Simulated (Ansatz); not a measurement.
Relaxation of Cl3H4NSi (9 atoms, charge 0, multiplicity 1), to a largest force component of 0.03 eV/Å in at most 50 steps.

These are results of RKS PBE-D4/def2-SVP in Ansatz, not measurements.

```xyz
9
Properties=species:S:1:pos:R:3
Si 0.498 -0.247 -0.502
N -0.287 -0.302 2.410
H -0.867 -0.912 3.003
H -0.114 0.553 2.956
Cl 1.628 -0.388 -2.237
Cl -0.064 1.728 -0.315
Cl -1.142 -1.471 -0.744
H 1.356 -0.692 0.607
H 0.642 -0.771 2.333
```

Problem. Where does it end, and by what steps?

Solution. It converged. The force dipped under the threshold on the way, but the program's further checks kept it going. After 18 steps the energy has fallen by 0.306 eV; H3 moved furthest, 1.15 Å. Joined: Si1–N2.

```tsv
step	energy less start (eV)	largest force component (eV/Å)	accepted
0	0.0000	0.562	yes
1	-0.0575	0.611	yes
2	-0.0908	0.394	yes
3	-0.1276	0.926	yes
4	-0.1939	0.208	yes
5	-0.2147	0.524	yes
6	-0.2176	0.391	yes
7	-0.2340	0.202	yes
8	-0.2520	0.234	yes
9	-0.2615	0.665	yes
10	-0.2817	0.322	yes
11	-0.3002	0.096	yes
12	-0.2883	0.509	no
13	-0.3030	0.057	yes
14	-0.3020	0.250	no
15	-0.3051	0.010	yes
16	-0.3058	0.068	yes
17	-0.3051	0.085	no
18	-0.3060	0.002	yes
```

```xyz
9
Properties=species:S:1:pos:R:3
Si 0.516 -0.274 -0.088
N -0.088 -0.311 2.074
H -1.103 -0.161 2.164
H 0.382 0.432 2.612
Cl 1.160 -0.253 -2.106
Cl -0.314 1.659 0.003
Cl -0.873 -1.852 -0.212
H 1.842 -0.525 0.550
H 0.129 -1.217 2.514
```

Run time: 27 s on 2 threads of Intel(R) Xeon(R) Platinum 8488C (Sapphire Rapids), on a shared host, peak memory 0.17 GiB.
